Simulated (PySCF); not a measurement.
C4H8S, SMILES CC1CSC1.

The structure is a stationary point at ωB97X-D3(BJ)/def2-SVP.

Two levels are set side by side: PBE/def2-TZVP (PySCF) and r2SCAN/def2-TZVP (PySCF). Same geometry, gas phase. Differences are taken from unrounded values.

| quantity | PBE |
|---|---|
| orbital gap (eV) | 4.29 |
| highest occupied level (eV) | -5.01 |
| lowest empty level (eV) | -0.72 |
| dipole moment (D) | 2.00 |
| mean polarisability (bohr³) | 66.3 |

Problem. These are the PBE values. What does r2SCAN give? (The exact figures need the calculation; the answer reports its results.)

Solution. 
```json
[
 {"quantity": "orbital gap (eV)", "r2SCAN": "4.76", "PBE minus r2SCAN": "-0.48"},
 {"quantity": "highest occupied level (eV)", "r2SCAN": "-5.24", "PBE minus r2SCAN": "0.23"},
 {"quantity": "lowest empty level (eV)", "r2SCAN": "-0.47", "PBE minus r2SCAN": "-0.25"},
 {"quantity": "dipole moment (D)", "r2SCAN": "2.12", "PBE minus r2SCAN": "-0.12"},
 {"quantity": "mean polarisability (bohr³)", "r2SCAN": "65.2", "PBE minus r2SCAN": "1.1"}
]
```

Rough cost on one machine, each run with all the roots and properties that it gave: r2SCAN against PBE about 4 times.
